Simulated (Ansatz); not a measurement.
`CC(C)[SiH](F)F` + H₂Se → `F[SiH](F)[SeH]` + `CCC` at 600 K and 1 bar (ligand exchange at the Si–C bond).

Program: Ansatz. Geometries: PBE0-D4/def2-TZVP. ΔE: electronic, gas phase. CCSD(T)/CBS is the MP2 limit (def2-TZVPP, def2-QZVPP) plus CCSD(T) − MP2 in def2-TZVPP, frozen cores. For Se outer-core shells are correlated without core-valence functions, which leaves a few kJ/mol of doubt a bond. Scalar relativity is left out up to krypton. One conformer a species, not always the lowest.

| species | CCSD(T)/CBS energy (Eh) | H − E (kJ/mol) | S (J/(mol·K)) |
| --- | --- | --- | --- |
| `CC(C)[SiH](F)F` | -607.79220 | 358.4 | 479.1 |
| H₂Se | -2401.89790 | 57.0 | 244.8 |
| `F[SiH](F)[SeH]` | -2890.73294 | 107.1 | 394.5 |
| `CCC` | -118.98051 | 315.9 | 335.6 |

H − E and S are ideal-gas, rigid-rotor, harmonic terms from PBE0-D4/def2-TZVP, for one conformer and one mirror image of each species. 1 Eh = 2625.50 kJ/mol, R = 8.31446 J/(mol·K).

Problem. By hand: ΔE, ΔH, ΔS and ΔG.

Solution. ΔE = (-2890.73294) + (-118.98051) − (-607.79220) − (-2401.89790) = -0.02335 Eh = -61.3 kJ/mol. Δ(H − E) = 107.1 + 315.9 − 358.4 − 57.0 = 7.6, so ΔH = -53.7 kJ/mol. ΔS = 394.5 + 335.6 − 479.1 − 244.8 = 6.2 J/(mol·K). ΔG = -53.7 − 600 × (6.2)/1000 = -57.4 kJ/mol.

Problem. By hand: the equilibrium constant, and the temperature at which ΔG would vanish if ΔH and ΔS stayed fixed.

Solution. log₁₀ K = −ΔG/(RT ln 10) = 5.0. ΔH and −TΔS have one sign here, so there is no such temperature.

The number of gas molecules stays the same, so ΔS is small and ΔH decides. A doubt of 5 kJ/mol in ΔE shifts log₁₀ K by 0.4 here. Other conformers and mirror images would add mixing entropy, several J/(mol·K) or more a flexible species. Modes under 60 cm⁻¹, often nearly free rotors, make the harmonic entropy too high. These are equilibria of isolated gas molecules and say nothing of rates. Largest T1 diagnostic: 0.011 (customary marks: 0.02 for closed shells, 0.045 for open ones).

ΔS is within the doubt of such terms, so its sign, and with it that verdict, could turn.
